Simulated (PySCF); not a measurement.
Identify the unknown among the candidates.

All candidates are C7H11NSi2.

| technique | computed result |
| --- | --- |
| 13C NMR | chemical shifts (computed TMS as zero) by class: 127.0 (1 C), 116.2 (1 C), 83.7 (1 C), 21.0 (1 C), 10.6 (1 C), 6.0 (1 C), -8.7 (1 C) ppm [GIAO PBE0/pcSseg-1] |
| Rotational structure | rotational constants A, B, C: 1.732, 0.473, 0.421 GHz [GFN2-xTB] |
| NMR, other nuclei | isotropic shieldings of nuclei other than C and H, by class: -26 (1 N), 368 (1 Si), 377 (1 Si) ppm [GIAO PBE0/pcSseg-1] |
| Dipole | 5.34 D [PBE0/pcSseg-1] |
| 1H NMR | chemical shifts (computed TMS as zero) by class: 4.74 (1 H), 4.64 (1 H), 4.40 (1 H), 2.12 (3 H), 1.78 (1 H), 1.57 (1 H), 1.18 (1 H), 0.21 (1 H), 0.11 (1 H) ppm [GIAO PBE0/pcSseg-1] |

Electronic properties: PySCF, gas phase, density fitting. Levels stand in brackets. One conformer (not necessarily the lowest) at the GFN2-xTB geometry, without solvent, vibrations or thermal averaging. GFN2-xTB frequencies show an imaginary mode (34i cm⁻¹), so this geometry is no minimum at that level. NMR values are class means; diastereotopic atoms form classes of their own.

Question: Which candidate is it?
A. `C=C[SiH2]C#C[Si@H](C#N)CC`
B. `CC#C[Si@@H]1C[SiH2][C@H](C#N)C1`
C. `C=N[SiH2][SiH2]c1ccccc1`
D. `[SiH3]N([SiH3])c1cccc2c1C2`

Answer: B. It is `CC#C[Si@@H]1C[SiH2][C@H](C#N)C1`. Numbering: `[CH3:1][C:2]#[C:3][Si@@H:4]1[CH2:5][SiH2:6][C@H:7]([C:8]#[N:9])[CH2:10]1`. Its formula, C7H11NSi2, gives 5 degrees of unsaturation: 1 ring and 4 π bonds in the structure found. 7 carbons fall into 7 classes; from least to most shielded: nitrile carbon [C8] (127.0 ppm), alkyne carbon [C2] (116.2 ppm), alkyne carbon [C3] (83.7 ppm), ring sp3 carbon bound to silicon [C10] (21.0 ppm), ring sp3 carbon bound to silicon [C7] (10.6 ppm), propargylic carbon [C1] (6.0 ppm), ring sp3 carbon bound to silicon [C5] (-8.7 ppm). Hydrogen classes from least to most shielded: 1 H on an SiH silicon, Si4 (4.74 ppm), 1 H on an SiH2 silicon, Si6 (4.64 ppm), 1 H on an SiH2 silicon, Si6 (4.40 ppm), 3 H on a propargylic carbon, C1 (2.12 ppm), 1 H on an sp3 carbon bound to silicon, C10 (1.78 ppm), 1 H on an sp3 carbon bound to silicon, C7 (1.57 ppm), 1 H on an sp3 carbon bound to silicon, C10 (1.18 ppm), 1 H on an sp3 carbon bound to silicon, C5 (0.21 ppm), 1 H on an sp3 carbon bound to silicon, C5 (0.11 ppm). The other shieldings belong to: -26 ppm, nitrile nitrogen [N9]; 368 ppm, SiH2 silicon [Si6]; 377 ppm, SiH silicon [Si4]. The optimised geometry has point group C1 and is an asymmetric top.

The others, at the same levels:
- `[SiH3]N([SiH3])c1cccc2c1C2` fails: its computed 13C shifts are 141.6 (1 C), 137.2 (1 C), 135.4 (1 C), 122.3 (1 C), 115.1 (1 C), 109.8 (1 C), 26.4 (1 C) ppm, 1H shifts are 7.45 (1 H), 7.20 (1 H), 6.82 (1 H), 4.97 (6 H), 3.62 (2 H) ppm and rotational constant A is 1.609 GHz (against 1.732 GHz).
- `C=N[SiH2][SiH2]c1ccccc1` fails: it has 5 carbon classes against 7; its computed 13C shifts are 171.5 (1 C), 141.3 (2 C), 135.8 (1 C), 134.8 (1 C), 133.4 (2 C) ppm, 1H shifts are 8.75 (1 H), 8.61 (1 H), 7.86 (2 H), 7.62 (2 H), 7.61 (1 H), 5.28 (2 H), 4.67 (2 H) ppm and rotational constant A is 2.992 GHz (against 1.732 GHz).
- `C=C[SiH2]C#C[Si@H](C#N)CC` fails: its computed 13C shifts are 144.7 (1 C), 138.7 (1 C), 123.4 (1 C), 121.1 (1 C), 111.5 (1 C), 10.7 (1 C), 9.7 (1 C) ppm, 1H shifts are 6.52 (1 H), 6.51 (1 H), 6.27 (1 H), 4.83 (1 H), 4.80 (1 H), 4.54 (1 H), 1.38 (3 H), 0.98 (1 H), 0.94 (1 H) ppm and rotational constant A is 1.396 GHz (against 1.732 GHz).

Each candidate is one conformer, not necessarily the lowest. Dipoles, sizes and rotational constants follow the conformer. The torsions of the flexible species, by atom-mapped SMILES:
- `[SiH3:1][N:2]([SiH3:3])[c:4]1[cH:5][cH:6][cH:7][c:8]2[c:9]1[CH2:10]2`: Si1–N2–C4–C5 -3°
- `[CH2:1]=[N:2][SiH2:3][SiH2:4][c:5]1[cH:6][cH:7][cH:8][cH:9][cH:10]1`: C1–N2–Si3–Si4 -111°, N2–Si3–Si4–C5 -168°, Si3–Si4–C5–C6 82°
- `[CH2:1]=[CH:2][SiH2:3][C:4]#[C:5][Si@H:6]([C:7]#[N:8])[CH2:9][CH3:10]`: C1–C2–Si3–C4 117°, C5–Si6–C9–C10 59°

The conformers of `CC#C[Si@@H]1C[SiH2][C@H](C#N)C1` aren't listed.
